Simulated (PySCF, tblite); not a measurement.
Isomers of C7H7ClOSi. Calculated harmonic vibrations of the isolated species, GFN2-xTB (tblite), most abundant isotopes, no scaling. The method is semi-empirical: single wavenumbers can be off by several per cent or more. Modes of hydrogen on silicon can be 10 to 20 % off. One conformer each.

Electronic energies: PBE0/pcSseg-1 single points on the GFN2-xTB geometries (PySCF, gas phase).

```json
{"SMILES": "O=C(Cl)c1ccc([SiH3])cc1", "electronic energy, lowest = 0 (kJ/mol)": "0.7"}
{"SMILES": "Cl[C@H]1[SiH2]C=C1c1ccco1", "electronic energy, lowest = 0 (kJ/mol)": "166.3"}
{"SMILES": "O=C(Cl)c1ccccc1[SiH3]", "electronic energy, lowest = 0 (kJ/mol)": "0.0"}
```

Q: How do GFN2-xTB zero-point energies change the relative energies?

A: 
```
                   SMILES  ZPE (kJ/mol)  of it from modes above 1550 cm⁻¹  electronic (kJ/mol)  with ZPE, lowest = 0 (kJ/mol)  lowest mode (cm⁻¹)  rings
    O=C(Cl)c1ccccc1[SiH3]         294.5                             143.6                  0.0                            2.1                  50      1
  O=C(Cl)c1ccc([SiH3])cc1         291.7                             144.0                  0.7                            0.0                  25      1
Cl[C@H]1[SiH2]C=C1c1ccco1         299.3                             130.3                166.3                          173.2                  58      2
```

The zero-point energies span 7.6 kJ/mol, from `O=C(Cl)c1ccc([SiH3])cc1` to `Cl[C@H]1[SiH2]C=C1c1ccco1`. With it `O=C(Cl)c1ccc([SiH3])cc1` becomes the lowest.

Q: And how do the electronic energies of GFN2-xTB itself compare?

A: `O=C(Cl)c1ccccc1[SiH3]` 0.0; `O=C(Cl)c1ccc([SiH3])cc1` 14.8; `Cl[C@H]1[SiH2]C=C1c1ccco1` 135.0 kJ/mol, lowest = 0. Against the energies above, taken from the same isomer `O=C(Cl)c1ccccc1[SiH3]`, the largest difference is 31.3 kJ/mol.
